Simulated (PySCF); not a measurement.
All values below come from PBE-D3(BJ)/def2-TZVP // TPSS-D3(BJ)/def2-SVP run with PySCF. Isolated molecules, 0 K electronic values unless said otherwise. One relaxed conformer stands for a flexible species; it need not be the lowest. 

Reference species: [W(F)6] (neutral, multiplicity 1).

```json
{
  "coordination_number": "6",
  "HOMO–LUMO gap": "5.28 eV",
  "mean_distance_from_the_central_atom_to_its_bonded_neighbours": "1.858 Å"
}
```

Changed species: [W(OH)6] (6 of 6 F replaced by OH; the reference has 0 of 6 F replaced by OH).

Question: Give the shifts of the coordination number, HOMO–LUMO gap and mean distance from the central atom to its bonded neighbours.

Answer: the coordination number hardly moves; the HOMO–LUMO gap falls by 1.60 eV, to 3.68 eV; the mean distance from the central atom to its bonded neighbours rises by 0.078 Å, to 1.936 Å.
